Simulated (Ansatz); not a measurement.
Relaxation of AlH$_{9}$O$_{3}$Si$_{3}$ (16 atoms, charge 0, multiplicity 1), to a largest force component of 0.02 eV/Å in at most 40 steps.

Theory: Ansatz 0.2.0, RKS PBE0-D4/STO-3G.

```xyz
16
Properties=species:S:1:pos:R:3:forces:R:3
Al 0.000 0.000 0.000 -0.36 -1.10 0.25
O 0.000 0.000 1.780 0.80 0.18 -2.73
Si -1.315 -0.407 2.744 -0.26 0.06 -0.40
H -2.239 -1.240 1.980 -0.03 0.20 0.61
H -0.851 -1.143 3.916 -0.08 0.20 -0.26
H -1.999 0.809 3.173 0.01 -0.29 0.03
O 1.542 0.000 -0.890 -2.14 0.72 1.22
Si 2.387 -1.376 -1.352 -0.55 0.08 0.32
H 1.460 -2.351 -1.918 0.34 -0.10 0.04
H 3.388 -1.020 -2.353 -0.26 -0.04 0.27
H 3.050 -1.955 -0.187 -0.01 -0.13 -0.30
O -1.542 0.000 -0.890 2.31 0.51 0.97
Si -2.691 -1.224 -0.827 0.48 0.01 0.25
H -2.288 -2.220 0.162 -0.38 -0.17 -0.42
H -3.983 -0.659 -0.450 0.21 -0.20 -0.10
H -2.801 -1.857 -2.138 -0.07 0.07 0.26
```

Question: Where does it end, and by what steps?

Answer: The run converged. The force dipped under the threshold on the way, but the program's further checks kept it going. Limits of this set-up: minimal basis. After 29 steps the energy has fallen by 1.083 eV; H14 moved furthest, 2.23 Å.

| step | energy less start (eV) | largest force component (eV/Å) | accepted |
| --- | --- | --- | --- |
| 0 | 0.0000 | 2.734 | yes |
| 2 | -0.6926 | 0.526 | yes |
| 4 | -0.7848 | 0.112 | yes |
| 6 | -0.8447 | 0.118 | yes |
| 8 | -0.9016 | 0.338 | yes |
| 10 | -0.9472 | 0.306 | yes |
| 12 | -1.0064 | 0.174 | yes |
| 14 | -1.0291 | 0.158 | yes |
| 16 | -1.0512 | 0.248 | yes |
| 18 | -1.0684 | 0.024 | yes |
| 20 | -1.0759 | 0.065 | yes |
| 22 | -1.0766 | 0.272 | no |
| 24 | -1.0813 | 0.120 | yes |
| 26 | -1.0829 | 0.002 | yes |
| 28 | -1.0832 | 0.025 | yes |
| 29 | -1.0832 | 0.010 | yes |

```xyz
16
Properties=species:S:1:pos:R:3
Al -0.494 -0.915 0.171
O 0.254 -0.742 1.665
Si -0.688 -0.416 3.026
H -1.654 -1.463 3.297
H 0.203 -0.319 4.160
H -1.414 0.834 2.912
O 0.430 -1.236 -1.195
Si 2.104 -1.383 -1.044
H 2.487 -2.473 -0.168
H 2.638 -1.651 -2.360
H 2.724 -0.172 -0.540
O -2.162 -0.766 0.044
Si -2.893 -0.946 -1.467
H -2.664 -2.258 -2.040
H -4.316 -0.775 -1.285
H -2.435 0.041 -2.425
```

The run took 2.7 min on 1 thread of Intel(R) Xeon(R) Platinum 8259CL CPU @ 2.50GHz (Skylake/Cascade Lake) (shared host), peak memory 0.2 GiB.
